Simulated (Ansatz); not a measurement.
disulfane (SMILES SS) moved off its minimum; all values from Ansatz (a first-principles code), cores frozen in correlated methods.
(charge 0, multiplicity 1)
```xyz
4

S     -0.7770     0.0980     0.3725
S      0.8450    -0.0403    -0.3565
H     -1.5706    -0.7920    -0.2000
H      1.5127    -0.8959     0.2066
```

Forces at MP2/aug-cc-pV(T+d)Z (eV/Å):

```json
[
 {"atom": "S1", "Fx": "-7.341", "Fy": "1.080", "Fz": "4.487"},
 {"atom": "S2", "Fx": "5.587", "Fy": "2.701", "Fz": "-6.446"},
 {"atom": "H3", "Fx": "-0.131", "Fy": "-0.567", "Fz": "-0.538"},
 {"atom": "H4", "Fx": "1.885", "Fy": "-3.215", "Fz": "2.497"}
]
```

### Question
Give the forces (eV/Å), the total energy and the dipole at CCSD(T)/aug-cc-pV(T+d)Z.

### Answer

| atom | Fx | Fy | Fz |
|---|---|---|---|
| S1 | -7.546 | 1.193 | 4.661 |
| S2 | 5.823 | 2.735 | -6.600 |
| H3 | -0.216 | -0.654 | -0.591 |
| H4 | 1.940 | -3.274 | 2.530 |
Energy -796.6365 hartree, dipole 1.20 D.
